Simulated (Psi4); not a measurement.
Psi4 input (wB97X-D/6-311+G**):

```
memory 1500 MB

molecule {
-1 1
F    -1.43609500    0.77948600   -0.07780600
C    -0.87843300   -0.49985800    0.23940500
Cl    1.12717600   -0.17693900    0.00063300
H    -0.96653000   -1.00826700   -0.74694600
symmetry c1
no_reorient
no_com
}

set {
  basis 6-311+G**
  reference rks
  scf_type pk
  dft_radial_points 99
  dft_spherical_points 590
  e_convergence 1e-8
  d_convergence 1e-7
  maxiter 150
}

e = energy('wb97x-d')
print_out(f'\nFINAL {e:.10f} DIPOLE {variable("CURRENT DIPOLE")[0]:.6f} {variable("CURRENT DIPOLE")[1]:.6f} {variable("CURRENT DIPOLE")[2]:.6f}\n')
```

Output:

```
   => Loading Basis Set <=

    Name: 6-311+G**
    Role: ORBITAL
    Keyword: BASIS
    atoms 1 entry F          line   192 file 6-311pgss.gbs
    atoms 2 entry C          line   129 file 6-311pgss.gbs
    atoms 3 entry CL         line   468 file 6-311pgss.gbs
    atoms 4 entry H          line    42 file 6-311pgss.gbs

   => WB97X-D: Empirical Dispersion <=

    Chai and Head-Gordon Dispersion Correction
    Chai, J.-D.; Head-Gordon, M. (2010), J. Chem. Phys., 132: 6615-6620

        s6 =       1.000000

         ---------------------------------------------------------
                                   SCF
               by Justin Turney, Rob Parrish, Andy Simmonett
                          and Daniel G. A. Smith
                              RKS Reference
         ---------------------------------------------------------

  ==> Geometry <==

    Molecular point group: c1
    Full point group: C1

    Geometry (in Angstrom), charge = -1, multiplicity = 1:

       Center              X                  Y                   Z               Mass
    ------------   -----------------  -----------------  -----------------  -----------------
         F           -1.436095000000     0.779486000000    -0.077806000000    18.998403162730
         C           -0.878433000000    -0.499858000000     0.239405000000    12.000000000000
         CL           1.127176000000    -0.176939000000     0.000633000000    34.968852682000
         H           -0.966530000000    -1.008267000000    -0.746946000000     1.007825032230

  Running in c1 symmetry.

  Rotational constants: A =      1.38270  B =      0.16738  C =      0.15219 [cm^-1]
  Rotational constants: A =  41452.16316  B =   5017.92199  C =   4562.45303 [MHz]
  Nuclear repulsion =   85.001238129607259

  Charge       = -1
  Multiplicity = 1
  Electrons    = 34
  Nalpha       = 17
  Nbeta        = 17

  ==> Algorithm <==

  SCF Algorithm Type is PK.
  DIIS enabled.
  MOM disabled.
  Fractional occupation disabled.
  Guess Type is SAD.
  Energy threshold   = 1.00e-08
  Density threshold  = 1.00e-07
  Integral threshold = 1.00e-12

  ==> Primary Basis <==

  Basis Set: 6-311+G**
    Blend: 6-311+G**
    Number of shells: 38
    Number of basis functions: 80
    Number of Cartesian functions: 83
    Spherical Harmonics?: true
    Max angular momentum: 2

  ==> DFT Potential <==

   => LibXC <=

    Version 7.1.2
    S. Lehtola, C. Steigemann, M. J. T. Oliveira, and M. A. L. Marques,  SoftwareX 7, 1–5 (2018) (10.1016/j.softx.2017.11.002)

   => Composite Functional: WB97X-D <=

    wB97X-D Hyb-GGA Exchange-Correlation Functional

    J.-D. Chai and M. Head-Gordon,  Phys. Chem. Chem. Phys. 10, 6615–6620 (2008) (10.1039/B810189B)

    Deriv               =              1
    GGA                 =           TRUE
    Meta                =          FALSE

    Exchange Hybrid     =           TRUE
    MP2 Hybrid          =          FALSE

   => Exchange-Correlation Functionals <=

    1.0000   wB97X-D range-separated functional

   => Exact (HF) Exchange <=

    0.7780            HF,LR [omega = 0.2000]
    0.2220               HF

   => LibXC Density Thresholds  <==

    XC_HYB_GGA_XC_WB97X_D:  1.00E-14

   => Molecular Quadrature <=

    Radial Scheme          =       TREUTLER
    Pruning Scheme         =           NONE
    Nuclear Scheme         =       TREUTLER

    Blocking Scheme        =         OCTREE
    BS radius alpha        =              1
    Pruning alpha          =              1
    Radial Points          =             99
    Spherical Points       =            590
    Total Points           =         227427
    Total Blocks           =           1699
    Max Points             =            256
    Max Functions          =             79
    Weights Tolerance      =       1.00E-15

  ==> Integral Setup <==

  Using in-core PK algorithm.
   Calculation information:
      Number of atoms:                   4
      Number of AO shells:              38
      Number of primitives:             70
      Number of atomic orbitals:        83
      Number of basis functions:        80

      Integral cutoff                 1.00e-12
      Number of threads:                 1

  Performing in-core PK
  Using 15751260 doubles for integral storage.
  We computed 247281 shell quartets total.
  Whereas there are 274911 unique shell quartets.

  Computing range-separated integrals for PK
  We computed 247281 wK shell quartets total.
  Whereas there are 274911 wK unique shell quartets.

  ==> DiskJK: Disk-Based J/K Matrices <==

    J tasked:                  Yes
    K tasked:                  Yes
    wK tasked:                 Yes
    Omega:               2.000E-01
    Schwarz Cutoff:          1E-12


  Cached 100.0% of DFT collocation blocks in 0.412 [GiB].

  Minimum eigenvalue in the overlap matrix is 2.1811111146E-03.
  Reciprocal condition number of the overlap matrix is 3.4406759313E-04.
    Using symmetric orthogonalization.

  ==> Pre-Iterations <==

  SCF Guess: Superposition of Atomic Densities via on-the-fly atomic UHF (no occupation information).

   -------------------------
    Irrep   Nso     Nmo
   -------------------------
     A         80      80
   -------------------------
    Total      80      80
   -------------------------

  ==> Iterations <==

                        Total Energy        Delta E     RMS |[F,P]|

   @RKS iter SAD:  -597.93710162442369   -5.97937e+02   0.00000e+00
   @RKS iter   1:  -598.62863447816676   -6.91533e-01   5.55805e-03 DIIS/ADIIS
   @RKS iter   2:  -598.67889609908696   -5.02616e-02   4.75984e-03 DIIS/ADIIS
   @RKS iter   3:  -598.72362359042086   -4.47275e-02   9.09758e-04 DIIS/ADIIS
   @RKS iter   4:  -598.72527128332979   -1.64769e-03   2.57139e-04 DIIS/ADIIS
   @RKS iter   5:  -598.72545953665292   -1.88253e-04   8.41519e-05 DIIS
   @RKS iter   6:  -598.72549410321733   -3.45666e-05   2.96256e-05 DIIS
   @RKS iter   7:  -598.72549889610968   -4.79289e-06   9.54556e-06 DIIS
   @RKS iter   8:  -598.72549971890373   -8.22794e-07   2.34267e-06 DIIS
   @RKS iter   9:  -598.72549983225360   -1.13350e-07   7.98841e-07 DIIS
   @RKS iter  10:  -598.72549984350758   -1.12540e-08   2.17019e-07 DIIS
   @RKS iter  11:  -598.72549984443265   -9.25070e-10   5.60471e-08 DIIS
  Energy and wave function converged.

  ==> Post-Iterations <==

   Electrons on quadrature grid:
      Ntotal   =   34.0000004317 ; deviation = 4.317e-07

    Orbital Energies [Eh]
    ---------------------

    Doubly Occupied:

       1A   -101.480522     2A    -24.590092     3A    -10.160080
       4A     -9.348270     5A     -7.094840     6A     -7.089376
       7A     -7.088885     8A     -1.084577     9A     -0.681616
      10A     -0.521707    11A     -0.361214    12A     -0.328354
      13A     -0.306658    14A     -0.211330    15A     -0.181212
      16A     -0.177329    17A     -0.079583

    Virtual:

      18A      0.222930    19A      0.231117    20A      0.258669
      21A      0.267336    22A      0.287196    23A      0.292069
      24A      0.295447    25A      0.310602    26A      0.387955
      27A      0.412248    28A      0.433988    29A      0.499576
      30A      0.525524    31A      0.544170    32A      0.608790
      33A      0.669130    34A      0.729263    35A      0.737877
      36A      0.745983    37A      0.841957    38A      0.875001
      39A      0.894971    40A      1.107208    41A      1.163899
      42A      1.191731    43A      1.193952    44A      1.207230
      45A      1.246657    46A      1.379840    47A      1.470322
      48A      1.506312    49A      1.595213    50A      1.636786
      51A      1.663458    52A      1.801161    53A      1.913100
      54A      2.051110    55A      2.149925    56A      2.181504
      57A      2.225992    58A      2.579984    59A      2.583687
      60A      2.650214    61A      2.758271    62A      2.934937
      63A      3.115736    64A      3.190461    65A      3.484114
      66A      4.092391    67A      4.099013    68A      4.238392
      69A      4.312363    70A      4.960926    71A      6.619382
      72A      6.640119    73A      6.796754    74A      9.991150
      75A     23.911649    76A     26.155990    77A     26.161625
      78A     26.561297    79A     67.122558    80A    216.057821

    Final Occupation by Irrep:
              A
    DOCC [    17 ]
    NA   [    17 ]
    NB   [    17 ]

  @RKS Final Energy:  -598.72549984443265

   => Energetics <=

    Nuclear Repulsion Energy =             85.0012381296072590
    One-Electron Energy =               -1003.8663197091859729
    Two-Electron Energy =                 352.2371207971694957
    DFT Exchange-Correlation Energy =     -32.0972572866896684
    Empirical Dispersion Energy =          -0.0002817753337608
    VV10 Nonlocal Energy =                  0.0000000000000000
    Total Energy =                       -598.7254998444326475

Computation Completed

Properties will be evaluated at   0.000000,   0.000000,   0.000000 [a0]

Properties computed using the SCF density matrix

 Multipole Moments:

 ------------------------------------------------------------------------------------
     Multipole            Electronic (a.u.)      Nuclear  (a.u.)        Total (a.u.)
 ------------------------------------------------------------------------------------

 L = 1.  Multiply by 2.5417464519 to convert [e a0] to [Debye]
 Dipole X            :          0.1162594            0.0000170            0.1162764
 Dipole Y            :          0.1873214           -0.0000076            0.1873139
 Dipole Z            :         -0.7000109           -0.0000170           -0.7000279
 Magnitude           :                                                    0.7339249

 ------------------------------------------------------------------------------------

FINAL -598.7254998444 DIPOLE 0.116276 0.187314 -0.700028

*** Psi4 exiting successfully. Buy a developer a beer!
```

The dipole moment of an ion depends on the origin.

The geometry given is a B3LYP-D3(BJ)/def2-TZVP minimum.
